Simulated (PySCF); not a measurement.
Can point charges reproduce the dipole moment of `CC(C)B`?

Coordinates (PBE0-D3(BJ)/def2-SVP, Å) and charges (e) from the PBE0/pcSseg-1 density (PySCF):

| atom | x | y | z | Mulliken | IAO | Hirshfeld | ESP-fitted |
| --- | --- | --- | --- | --- | --- | --- | --- |
| B1 | -0.007 | 1.225 | -0.464 | +0.1961 | +0.0534 | +0.1488 | +0.1993 |
| C2 | -0.095 | -0.323 | -0.496 | -0.5461 | -0.2311 | -0.0813 | +0.3985 |
| C3 | -1.442 | -0.952 | -0.153 | -0.2263 | -0.4003 | -0.1139 | -0.5025 |
| C4 | 1.087 | -1.099 | 0.079 | -0.2263 | -0.4003 | -0.1138 | -0.5011 |
| H5 | 1.070 | 1.779 | -0.420 | -0.0128 | +0.0039 | -0.0614 | -0.1264 |
| H6 | -1.004 | 1.900 | -0.608 | -0.0130 | +0.0038 | -0.0614 | -0.1270 |
| H7 | 0.008 | -0.340 | -1.619 | +0.1444 | +0.1671 | +0.0560 | -0.0063 |
| H8 | -1.618 | -0.919 | 0.934 | +0.1134 | +0.1328 | +0.0381 | +0.1191 |
| H9 | -2.276 | -0.421 | -0.636 | +0.1185 | +0.1379 | +0.0402 | +0.1014 |
| H10 | -1.490 | -2.010 | -0.457 | +0.1101 | +0.1310 | +0.0353 | +0.1128 |
| H11 | 2.050 | -0.673 | -0.239 | +0.1185 | +0.1379 | +0.0402 | +0.1015 |
| H12 | 1.067 | -2.159 | -0.220 | +0.1101 | +0.1310 | +0.0354 | +0.1117 |
| H13 | 1.065 | -1.074 | 1.181 | +0.1134 | +0.1328 | +0.0381 | +0.1189 |

Task: Form Σ q r in debye for every column and set it beside the full dipole.

Result: The full density gives (-0.03, -0.66, -0.11) D, 0.67 D in size; dipole vectors point from the negative to the positive end.

```csv
scheme,μx,μy,μz,size (D),share of the full size (%),angle to the full dipole (°)
Mulliken,-0.02,-0.15,0.18,0.23,35,60
IAO,0.03,-0.21,-0.40,0.45,68,54
Hirshfeld,-0.01,-0.34,-0.13,0.36,54,11
ESP-fitted,-0.02,-0.65,-0.12,0.66,100,1
```

Task: Which set comes closest?

Result: Length of the difference vector: ESP-fitted 0.02 D, Hirshfeld 0.32 D, IAO 0.54 D, Mulliken 0.59 D. Closest: ESP-fitted. ESP charges are fitted to the potential around the molecule, whose slowest-falling term is the dipole's. The schemes that divide the density aren't constrained to reproduce the dipole.

Task: What is left for the Hirshfeld atoms' own dipoles?

Result: The Hirshfeld atoms' densities add up to the full density, so μ = Σ q r + Σ (atomic dipoles). The atomic dipoles sum to (-0.03, -0.66, -0.11) − (-0.01, -0.34, -0.13) = (-0.02, -0.32, 0.02) D, 0.32 D in size.

Task: With the origin at the mean of the coordinates, (-0.122, -0.390, -0.240) Å, which are the largest single terms, by size, of the IAO dipole along the direction of the full one?

Result: C4 -1.15, C3 -1.14, H12 +1.07, H10 +1.06, B1 -0.40 D; all 13 atoms together +0.27 D. The single terms depend on the origin, their sum doesn't.

Task: Give the size of the full dipole in other units.

Result: 0.67 D = 0.262 au = 0.139 e·Å = 2.22 × 10⁻³⁰ C·m.

One conformer (not necessarily the lowest) at the PBE0-D3(BJ)/def2-SVP geometry, without solvent, vibrations or thermal averaging.
